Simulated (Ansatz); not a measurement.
Reaction (formal exchange of groups at the Si–Si bond): `N#C[SiH2][SiH2]Cl` + `CO/C=C/O` → `O/C=C/[SiH2]Cl` + `CO[SiH2]C#N`

Isolated molecules relaxed with PBE0-D4/def2-TZVP in Ansatz; ΔE leaves out vibrations. CCSD(T)/CBS is the MP2 limit (def2-TZVPP, def2-QZVPP) plus CCSD(T) − MP2 in def2-TZVPP, frozen cores. Double bonds are as drawn, so ΔE can hold a change between cis and trans. Functionals use def2-TZVPP. B3LYP here is the variant with VWN-RPA as its local correlation; programs differ in this. One conformer a species, not always the lowest.

`N#C[SiH2][SiH2]Cl`:

```xyz
9

N    -2.849    1.218    0.436
C    -2.012    0.430    0.358
Si   -0.608   -0.765    0.212
Si    1.299    0.487   -0.320
Cl    2.866   -0.838   -0.484
H    -0.474   -1.451    1.518
H    -0.957   -1.728   -0.857
H     1.127    1.186   -1.616
H     1.607    1.461    0.753
```

`CO/C=C/O`:

Z-matrix (Å, degrees):
```
C
O 1 1.404
H 1 1.097 2 111.2
H 1 1.089 2 106.8 3 -119.3
H 1 1.097 2 111.1 3 121.4
C 2 1.350 1 116.2 3 -60.6
C 6 1.331 2 127.4 1 -2.0
H 6 1.084 2 112.1 1 179.4
O 7 1.373 6 119.4 2 -174.5
H 7 1.085 6 123.6 2 0.9
H 9 0.960 7 108.9 6 -142.3
```

`O/C=C/[SiH2]Cl`:

Cartesian coordinates in Å:
```
O 0.780 1.617 -1.666
C 0.233 0.980 -0.613
C 0.398 -0.324 -0.394
Si -0.364 -1.115 1.068
Cl -1.850 -2.444 0.527
H 0.543 2.547 -1.648
H -0.358 1.603 0.057
H 0.994 -0.892 -1.104
H -0.987 -0.067 1.915
H 0.610 -1.906 1.857
```

`CO[SiH2]C#N`:

```xyz
10

C    -0.863   -1.316    0.055
O     0.181   -0.744   -0.710
Si    0.576    0.832   -0.686
C     1.024    1.324    1.051
N     1.278    1.609    2.138
H    -1.826   -0.849   -0.175
H    -0.918   -2.376   -0.195
H    -0.665   -1.216    1.126
H     1.763    1.020   -1.539
H    -0.551    1.716   -1.065
```

Question: Is it downhill or uphill in electronic energy at CCSD(T)/CBS, and by how much? (An estimate is asked.)

Answer: Computed: Downhill: ΔE = -191.9 kJ/mol.

Question: What do these levels give: PBE-D4, r2SCAN-D4, PBE0-D4, B3LYP-D4, r2SCAN, PBE0, B3LYP, HF/def2-TZVPP, SCS-MP2/def2-TZVPP, HF/def2-QZVPP, SCS-MP2/def2-QZVPP, MP2/CBS(def2)? (Best estimate.)

Answer: Ansatz gave: PBE-D4 -160.4, r2SCAN-D4 -182.8, PBE0-D4 -170.5, B3LYP-D4 -183.8, r2SCAN -182.6, PBE0 -170.4, B3LYP -183.6, HF/def2-TZVPP -208.7, SCS-MP2/def2-TZVPP -202.2, HF/def2-QZVPP -210.9, SCS-MP2/def2-QZVPP -204.7, MP2/CBS(def2) -206.5 kJ/mol.

Largest T1 diagnostic among the species: 0.013.

From PBE to PBE0 (25 % exact exchange), in def2-TZVPP and without D4, ΔE moves by −10.2 kJ/mol. In def2-TZVPP, CCSD(T) changes the Hartree–Fock value by +19.7 kJ/mol (the triples alone add +3.0 kJ/mol) and MP2 by +5.1 kJ/mol.
